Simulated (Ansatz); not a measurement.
`CC(C)[Si]O` + H₂ → `CC(C)[SiH]` + H₂O at 400 K and 1 bar (hydrogenolysis of the Si–O bond).

Program: Ansatz. Geometries: PBE0-D4/def2-TZVP. ΔE: electronic, gas phase. CCSD(T)/CBS adds triple-zeta CCSD(T) − MP2 to the extrapolated MP2 energy (def2 sets, frozen cores). This one scheme is used for every species. One conformer a species, not always the lowest.

```csv
species,CCSD(T)/CBS energy (Eh),H − E (kJ/mol),S (J/(mol·K))
`CC(C)[Si]O`,-483.23343,315.6,386.6
H₂,-1.17544,38.0,139.0
`CC(C)[SiH]`,-407.98328,290.9,339.0
H₂O,-76.37941,69.8,198.6
```

H − E and S are ideal-gas, rigid-rotor, harmonic terms from PBE0-D4/def2-TZVP, for one conformer and one mirror image of each species. The MP2-based limit puts H₂ 0.8 mEh under its directly extrapolated value; such offsets cancel only in part. 1 Eh = 2625.50 kJ/mol, R = 8.31446 J/(mol·K).

Problem. By hand: ΔE, ΔH, ΔS and ΔG.

Solution. ΔE = (-407.98328) + (-76.37941) − (-483.23343) − (-1.17544) = 0.04618 Eh = 121.2 kJ/mol. Δ(H − E) = 290.9 + 69.8 − 315.6 − 38.0 = 7.1, so ΔH = 128.3 kJ/mol. ΔS = 339.0 + 198.6 − 386.6 − 139.0 = 12.0 J/(mol·K). ΔG = 128.3 − 400 × (12.0)/1000 = 123.5 kJ/mol.

Problem. By hand: the equilibrium constant, and the temperature at which ΔG would vanish if ΔH and ΔS stayed fixed.

Solution. log₁₀ K = −ΔG/(RT ln 10) = -16.1. ΔG = 0 at ΔH/ΔS = 10692 K, far beyond where these terms or the molecules hold.

The number of gas molecules stays the same, so ΔS is small and ΔH decides. A doubt of 5 kJ/mol in ΔE shifts log₁₀ K by 0.7 here. Other conformers and mirror images would add mixing entropy, several J/(mol·K) or more a flexible species. Modes under 60 cm⁻¹, often nearly free rotors, make the harmonic entropy too high. These are equilibria of isolated gas molecules and say nothing of rates. Largest T1 diagnostic: 0.013 (customary marks: 0.02 for closed shells, 0.045 for open ones).
